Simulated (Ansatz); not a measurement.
AlCl2, doublet, at a GFN2-xTB geometry (such geometries of metal compounds can be far from the true shape); B97M-V/6-311G** in Ansatz (a quantum-chemistry and plane-wave program).

Ansatz was given this input:
Ansatz 0.2 input:
```yaml
crystal:
  periodic: [false, false, false]
  atoms:
    - {symbol: Al, position_ang: [0.00160221, 0.63542259, 0.02351302]}
    - {symbol: Cl, position_ang: [1.85128917, -0.24859337, 0.01717242]}
    - {symbol: Cl, position_ang: [-1.85251440, -0.23731802, -0.03515296]}
basis:
  gaussian:
    orbitals: 6-311G__.json
hamiltonian:
  xc: {name: B97M-V}
magnetization: {spin_polarized: true, initial_magnetization: 1}
accuracy: high
```
The basis file holds 6-311G** in the JSON format of the Basis Set Exchange.

Task: Predict the main parts of the log of this Ansatz run.

Result: 
```
Functional definition: B97M-V
1221 factors; integrals over basis functions are off by at most 4.5e-9 eV
mean field evaluation 1: about -31636.1450 eV, gradient 1.5e1 eV
mean field evaluation 2: about -31635.1959 eV, gradient 2.0e1 eV
mean field evaluation 4: about -31637.3618 eV, gradient 5.9e-1 eV
mean field evaluation 8: about -31637.3676 eV, gradient 8.7e-3 eV
mean field evaluation 16: about -31637.3676 eV, gradient 1.8e-6 eV
mean field -31637.36762710 eV, -1162.6518157178 hartree, gradient 4.7e-8 eV, S^2 0.751596; 0 other end points of the search recorded, 0 dependent functions left out
reference -31637.36763255 eV, -1162.6518159182 hartree; 24, 23 occupied and 57, 58 virtual orbitals, 1221 factors
Total energy: -31637.36763255 eV, -1162.6518159182 hartree
```
